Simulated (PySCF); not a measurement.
H2O2Zn, SMILES [OH][Zn][OH].

Geometry: TPSSh-D3(BJ)/def2-TZVP. The geometry has at least one imaginary mode, so it is a saddle point at that level. The isomer is the one that the SMILES or the coordinates give; other isomers of the formula were not compared. Other conformers were not sampled.

Two levels are set side by side: TDDFT-PBE/def2-SVPD (PySCF) and TDDFT-M06-2X/def2-SVPD (PySCF). Vertical, same geometry. The lowest singlet is HOMO→LUMO 100 % with PBE and HOMO→LUMO 91 % with the other functional; states are paired by order. Differences are taken from unrounded values.

```csv
quantity,TDDFT-M06-2X
lowest singlet excitation (eV),5.61
lowest triplet excitation (TDA) (eV),5.34
first bright state (f over 0.05) (eV),6.31
its oscillator strength,0.07
```

Q: What does TDDFT-PBE give, and how far is it from TDDFT-M06-2X? (An estimate is asked for; the answer gives what the named calculation found.)

A: 
```json
[
 {"quantity": "lowest singlet excitation (eV)", "TDDFT-PBE": "4.57", "TDDFT-PBE minus TDDFT-M06-2X": "-1.04"},
 {"quantity": "lowest triplet excitation (TDA) (eV)", "TDDFT-PBE": "4.26", "TDDFT-PBE minus TDDFT-M06-2X": "-1.07"},
 {"quantity": "first bright state (f over 0.05) (eV)", "TDDFT-PBE": "5.87", "TDDFT-PBE minus TDDFT-M06-2X": "-0.44"},
 {"quantity": "its oscillator strength", "TDDFT-PBE": "0.08", "TDDFT-PBE minus TDDFT-M06-2X": "0.01"}
]
```

A lower first singlet is the usual sign of a functional without exact exchange. Differences between two approximate levels are no errors against the true value.

Rough cost on one machine, each run with all the roots and properties that it gave: TDDFT-M06-2X against TDDFT-PBE about 10 times.
